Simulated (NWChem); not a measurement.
System: vinylidene fluoride (C₂H₂F₂); SMILES FC(=C)F

NWChem input:

```
start job
memory heap 200 mb stack 900 mb global 1100 mb
geometry units angstroms
  C      0.014897    -1.383744     0.000000
  C      0.000704    -0.060042     0.000000
  F     -1.080642     0.680154     0.000000
  F      1.066012     0.703120     0.000000
  H      0.966391    -1.911793     0.000000
  H     -0.925041    -1.932095     0.000000
end
basis spherical
  * library def2-svp
end
dft
  xc slater vwn_5
  iterations 150
end
driver
  maxiter 120
end
task dft optimize
task dft freq
```

Excerpt of the output:

```
             Northwest Computational Chemistry Package (NWChem) 7.3.0
             --------------------------------------------------------

 C2V symmetry detected

                             Geometry "geometry" -> ""
                             -------------------------

 Output coordinates in angstroms (scale by  1.889725989 to convert to a.u.)

  No.       Tag          Charge          X              Y              Z
 ---- ---------------- ---------- -------------- -------------- --------------
    1 C                    6.0000     0.00000000     0.00000000    -1.38203762
    2 C                    6.0000     0.00000000     0.00000000    -0.05825954
    3 F                    9.0000     0.00000000    -1.07338842     0.69346223
    4 F                    9.0000     0.00000000     1.07338842     0.69346223
    5 H                    1.0000     0.00000000     0.94577048    -1.92026864
    6 H                    1.0000     0.00000000    -0.94577048    -1.92026864

 Effective nuclear repulsion energy (a.u.)     118.1080137200

      Symmetry information
      --------------------

 Group name             C2v
 Group number             16
 Group order               4
 No. of unique centers     4

                                Z-matrix (autoz)
                                --------

 Units are Angstrom for bonds and degrees for angles

      Type          Name      I     J     K     L     M      Value
      ----------- --------  ----- ----- ----- ----- ----- ----------
    1 Stretch                  1     2                       1.32378
    2 Stretch                  1     5                       1.08820
    3 Stretch                  1     6                       1.08820
    4 Stretch                  2     3                       1.31044
    5 Stretch                  2     4                       1.31044
    6 Bend                     1     2     3               125.00455
    7 Bend                     1     2     4               125.00455
    8 Bend                     2     1     5               119.64389
    9 Bend                     2     1     6               119.64389
   10 Bend                     3     2     4               109.99090
   11 Bend                     5     1     6               120.71223
   12 Torsion                  3     2     1     5         180.00000
   13 Torsion                  3     2     1     6          -0.00000
   14 Torsion                  4     2     1     5           0.00000
   15 Torsion                  4     2     1     6         180.00000

                           NWChem Geometry Optimization
                           ----------------------------

 maximum gradient threshold         (gmax) =   0.000450
 rms gradient threshold             (grms) =   0.000300
 maximum cartesian step threshold   (xmax) =   0.001800
 rms cartesian step threshold       (xrms) =   0.001200
 fixed trust radius                (trust) =   0.300000
 source of zmatrix                         =   autoz

          -------------------
          Energy Minimization
          -------------------

 Using diagonal initial Hessian
 Scaling for Hessian diagonals: bonds = 1.00  angles = 0.25  torsions = 0.10

          --------
          Step   0

                                 NWChem DFT Module
                                 -----------------

 Summary of "ao basis" -> "ao basis" (spherical)
 ------------------------------------------------------------------------------
       Tag                 Description            Shells   Functions and Types
 ---------------- ------------------------------  ------  ---------------------
 C                          def2-svp                 6       14   3s2p1d
 F                          def2-svp                 6       14   3s2p1d
 H                          def2-svp                 3        5   2s1p

      Symmetry analysis of basis
      --------------------------

        a1         28
        a2          7
        b1         11
        b2         20

[...]

      ----------------------
      Optimization converged
      ----------------------

  Step       Energy      Delta E   Gmax     Grms     Xrms     Xmax
  ---- ---------------- -------- -------- -------- -------- --------
@    3    -274.88580732 -2.4D-07  0.00004  0.00002  0.00032  0.00086
                                     ok       ok       ok       ok

                                Z-matrix (autoz)
                                --------

 Units are Angstrom for bonds and degrees for angles

      Type          Name      I     J     K     L     M      Value     Gradient
      ----------- --------  ----- ----- ----- ----- ----- ---------- ----------
    1 Stretch                  1     2                       1.32808   -0.00004
    2 Stretch                  1     5                       1.09822   -0.00002
    3 Stretch                  1     6                       1.09822   -0.00002
    4 Stretch                  2     3                       1.30793    0.00001
    5 Stretch                  2     4                       1.30793    0.00001
    6 Bend                     1     2     3               124.96352    0.00000
    7 Bend                     1     2     4               124.96352    0.00000
    8 Bend                     2     1     5               119.58514    0.00001
    9 Bend                     2     1     6               119.58514    0.00001
   10 Bend                     3     2     4               110.07297   -0.00000
   11 Bend                     5     1     6               120.82972   -0.00002
   12 Torsion                  3     2     1     5         180.00000    0.00000
   13 Torsion                  3     2     1     6          -0.00000    0.00000
   14 Torsion                  4     2     1     5           0.00000    0.00000
   15 Torsion                  4     2     1     6         180.00000    0.00000

                         Geometry "geometry" -> "geometry"
                         ---------------------------------

 Output coordinates in angstroms (scale by  1.889725989 to convert to a.u.)

  No.       Tag          Charge          X              Y              Z
 ---- ---------------- ---------- -------------- -------------- --------------
    1 C                    6.0000     0.00000000     0.00000000    -1.38212646
    2 C                    6.0000     0.00000000     0.00000000    -0.05404810
    3 F                    9.0000     0.00000000    -1.07187504     0.69547017
    4 F                    9.0000     0.00000000     1.07187504     0.69547017
    5 H                    1.0000     0.00000000     0.95504134    -1.92433786
    6 H                    1.0000     0.00000000    -0.95504134    -1.92433786

 Effective nuclear repulsion energy (a.u.)     118.0720408261

      Symmetry information
      --------------------

 Group name             C2v
 Group number             16
 Group order               4
 No. of unique centers     4

[...]

 Rotational Constants
 --------------------
 A=   0.370552 cm-1  (  0.533130 K)
 B=   0.348591 cm-1  (  0.501533 K)
 C=   0.179618 cm-1  (  0.258425 K)

 Temperature                      =   298.15K
 frequency scaling parameter      =   1.0000

 Zero-Point correction to Energy  =   22.565 kcal/mol  (  0.035959 au)
 Thermal correction to Energy     =   24.925 kcal/mol  (  0.039720 au)
 Thermal correction to Enthalpy   =   25.517 kcal/mol  (  0.040664 au)

 Total Entropy                    =   63.376 cal/mol-K
   - Translational                =   38.371 cal/mol-K (mol. weight =  64.0125)
   - Rotational                   =   22.369 cal/mol-K (symmetry #  =        2)
   - Vibrational                  =    2.635 cal/mol-K

 Cv (constant volume heat capacity) =   12.196 cal/mol-K
   - Translational                  =    2.979 cal/mol-K
   - Rotational                     =    2.979 cal/mol-K
   - Vibrational                    =    6.237 cal/mol-K

[normal modes left out]

 ----------------------------------------------------------------------------
 Normal Eigenvalue ||           Projected Infra Red Intensities
  Mode   [cm**-1]  || [atomic units] [(debye/angs)**2] [(KM/mol)] [arbitrary]
 ------ ---------- || -------------- ----------------- ---------- -----------
    1       -0.000 ||    0.000032           0.001         0.031       0.008
    2       -0.000 ||    0.000106           0.002         0.104       0.026
    3       -0.000 ||    0.000103           0.002         0.100       0.025
    4       -0.000 ||    0.000437           0.010         0.426       0.107
    5       -0.000 ||    0.000112           0.003         0.109       0.027
    6        0.000 ||    0.000198           0.005         0.193       0.048
    7      425.482 ||    0.000647           0.015         0.631       0.158
    8      559.569 ||    0.005155           0.119         5.025       1.262
    9      639.228 ||    0.000239           0.006         0.233       0.058
   10      688.906 ||    0.000000           0.000         0.000       0.000
   11      764.674 ||    0.085611           1.975        83.458      20.956
   12      907.159 ||    0.005173           0.119         5.043       1.266
   13      964.411 ||    0.062976           1.453        61.392      15.415
   14     1307.364 ||    0.000517           0.012         0.504       0.126
   15     1373.699 ||    0.247680           5.714       241.451      60.628
   16     1785.646 ||    0.307963           7.105       300.218      75.384
   17     3129.556 ||    0.013818           0.319        13.470       3.382
   18     3245.974 ||    0.004576           0.106         4.461       1.120
 ----------------------------------------------------------------------------
```

Level: LDA (Slater exchange, VWN5)/def2-SVP.
